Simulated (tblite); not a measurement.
Compound: C₉H₇ (doublet state).
Numbering: `[C:1]#[C:2][C@@H:3]([C:4]#[C:5][C:6]#[CH:7])[CH2:8][CH3:9]` (hydrogens: H10 on C3; H11 on C7; H12, H13 on C8; H14, H15, H16 on C9)
Bond orders are those of one Lewis drawing.

Computed with GFN2-xTB (tblite), gas phase: L-BFGS steps from a force-field or distance-geometry start until the largest atomic force falls under 0.01 eV/Å.

Step 10: E = -612.7125 eV
```
atom  x, y, z in Å  |  force x, y, z in eV/Å
C1     -0.6722    2.3972   -1.5548    0.017  -0.083   0.016
C2     -0.4854    1.3013   -1.1148    0.054   0.116  -0.031
C3     -0.3638   -0.0387   -0.5006   -0.019  -0.040   0.013
C4      1.0302   -0.2901   -0.2418   -0.034  -0.002   0.060
C5      2.1864   -0.4606    0.0744    0.021   0.017  -0.017
C6      3.4859   -0.6795    0.3952    0.046   0.018  -0.041
C7      4.6462   -0.8545    0.6757   -0.055   0.004  -0.011
C8     -1.1743   -0.1006    0.8065   -0.035  -0.002   0.003
C9     -2.6634    0.1866    0.6080   -0.003  -0.011  -0.014
H10    -0.7432   -0.7625   -1.2324   -0.054  -0.030  -0.004
H11     5.6552   -1.0057    0.9190   -0.027  -0.007   0.003
H12    -0.7468    0.6249    1.5023    0.004  -0.009  -0.012
H13    -1.0438   -1.0993    1.2332    0.026   0.057   0.060
H14    -3.0709    0.6708    1.4924   -0.022  -0.058  -0.008
H15    -2.8246    0.8488   -0.2400    0.062   0.053   0.029
H16    -3.2232   -0.7292    0.4338    0.018  -0.024  -0.046
```

Step 11: E = -612.7144 eV
```
atom  x, y, z in Å  |  force x, y, z in eV/Å
C1     -0.6723    2.3968   -1.5557    0.029  -0.132   0.036
C2     -0.4770    1.3020   -1.1148    0.015   0.120  -0.029
C3     -0.3671   -0.0403   -0.4997    0.028  -0.020  -0.009
C4      1.0279   -0.2903   -0.2417   -0.026  -0.012   0.074
C5      2.1855   -0.4583    0.0720   -0.005   0.016  -0.021
C6      3.4846   -0.6780    0.3924    0.104   0.011  -0.024
C7      4.6444   -0.8550    0.6759   -0.129   0.019  -0.034
C8     -1.1776   -0.0996    0.8089    0.062  -0.046  -0.017
C9     -2.6649    0.1856    0.6074    0.018   0.019   0.006
H10    -0.7416   -0.7652   -1.2350   -0.069   0.007   0.039
H11     5.6530   -1.0057    0.9187   -0.004  -0.013   0.010
H12    -0.7468    0.6255    1.5041   -0.018  -0.002  -0.033
H13    -1.0415   -1.0975    1.2384   -0.001   0.075   0.040
H14    -3.0735    0.6673    1.4923   -0.037  -0.053  -0.003
H15    -2.8190    0.8527   -0.2385    0.033   0.029   0.033
H16    -3.2217   -0.7310    0.4314    0.001  -0.019  -0.068
```

Step 12: E = -612.7157 eV
```
atom  x, y, z in Å  |  force x, y, z in eV/Å
C1     -0.6722    2.3956   -1.5564    0.027  -0.098   0.022
C2     -0.4694    1.3027   -1.1146   -0.006   0.047   0.002
C3     -0.3691   -0.0419   -0.4992    0.048   0.002  -0.019
C4      1.0258   -0.2906   -0.2406   -0.011  -0.022   0.075
C5      2.1847   -0.4560    0.0695   -0.017   0.014  -0.022
C6      3.4836   -0.6764    0.3894    0.085   0.015  -0.023
C7      4.6421   -0.8554    0.6758   -0.108   0.019  -0.033
C8     -1.1792   -0.0992    0.8106    0.099  -0.048  -0.028
C9     -2.6657    0.1849    0.6072    0.030   0.022   0.012
H10    -0.7411   -0.7672   -1.2365   -0.078   0.032   0.064
H11     5.6505   -1.0059    0.9184    0.005  -0.016   0.013
H12    -0.7472    0.6261    1.5050   -0.026   0.012  -0.045
H13    -1.0397   -1.0950    1.2435   -0.015   0.062   0.028
H14    -3.0766    0.6637    1.4924   -0.040  -0.050   0.002
H15    -2.8138    0.8562   -0.2366    0.010   0.014   0.033
H16    -3.2204   -0.7325    0.4281   -0.003  -0.004  -0.081
```

Q: Estimate the geometry and energy of step 13. (The exact step hangs on the optimiser's Hessian estimate; all steps are aligned on step 12, rigid shifts and turns removed.)

A: E = -612.7176 eV, largest force 0.122 eV/Å
```
atom  x, y, z in Å  |  force x, y, z in eV/Å
C1     -0.6716    2.3932   -1.5574    0.019  -0.027  -0.006
C2     -0.4594    1.3034   -1.1137   -0.025  -0.065   0.046
C3     -0.3709   -0.0440   -0.4987    0.050   0.026  -0.016
C4      1.0228   -0.2916   -0.2373    0.007  -0.035   0.053
C5      2.1840   -0.4528    0.0660   -0.024   0.009  -0.021
C6      3.4826   -0.6736    0.3845    0.029   0.022  -0.025
C7      4.6387   -0.8557    0.6754   -0.032   0.013  -0.020
C8     -1.1799   -0.0991    0.8119    0.099  -0.026  -0.026
C9     -2.6659    0.1838    0.6069    0.036   0.013   0.011
H10    -0.7426   -0.7693   -1.2370   -0.075   0.053   0.081
H11     5.6468   -1.0064    0.9182    0.013  -0.018   0.015
H12    -0.7482    0.6271    1.5051   -0.023   0.041  -0.049
H13    -1.0375   -1.0908    1.2511   -0.023   0.020   0.014
H14    -3.0814    0.6576    1.4925   -0.034  -0.049   0.009
H15    -2.8067    0.8613   -0.2333   -0.019   0.000   0.029
H16    -3.2186   -0.7343    0.4219    0.003   0.021  -0.094
```

The energy changes by -0.0019 eV. The first-order estimate −F·Δx gives -0.0026 eV and the mean of the old and new forces, exact on a quadratic surface, -0.0019 eV. The step makes an angle of 68° with the force vector and moves no atom by more than 0.010 Å.

What follows is the cost of the whole relaxation. On one thread, Arm Neoverse V2 (aarch64), shared host with 96 logical CPUs at a one-minute load of 35, this took 0.36 s of wall time.
